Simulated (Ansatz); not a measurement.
`CC(=O)[O][GeH2][O]C(C)=O` and `CC(=O)[O][GeH3]` differ in one atom or group.

Ansatz, PBE0-D4/def2-TZVP geometries, multiplicity 1. Each molecule was computed in one conformer, which needn't be the lowest.

Scalar relativity is left out up to krypton.

| property | `CC(=O)[O][GeH2][O]C(C)=O` |
| --- | --- |
| LUMO energy (PBE0/def2-TZVPP) / eV | -0.02 |
| HOMO–LUMO gap (PBE/def2-TZVPP) / eV | 5.28 |
| size of the dipole moment (ωB97M-V/def2-TZVPP) / D | 0.73 |
| size of the dipole moment (B3LYP/def2-TZVPP) / D | 0.72 |
| LUMO energy (B3LYP/def2-TZVPP) / eV | -0.30 |
| LUMO energy (ωB97M-V/def2-TZVPP) / eV | 1.95 |

Task: What does the change do to each property? (Estimate.)

Result: The calculation gave: 
| property | `CC(=O)[O][GeH3]` | shift |
| --- | --- | --- |
| LUMO energy (PBE0/def2-TZVPP) / eV | 0.18 | 0.20 |
| HOMO–LUMO gap (PBE/def2-TZVPP) / eV | 5.48 | 0.20 |
| size of the dipole moment (ωB97M-V/def2-TZVPP) / D | 1.52 | 0.79 |
| size of the dipole moment (B3LYP/def2-TZVPP) / D | 1.51 | 0.79 |
| LUMO energy (B3LYP/def2-TZVPP) / eV | -0.08 | 0.22 |
| LUMO energy (ωB97M-V/def2-TZVPP) / eV | 1.93 | -0.02 |

Dipoles are sizes alone; their direction can turn.

B3LYP here is the variant with VWN-RPA as its local correlation; programs differ in this.

Positive LUMOs are unbound, so they and the gaps depend on the basis.
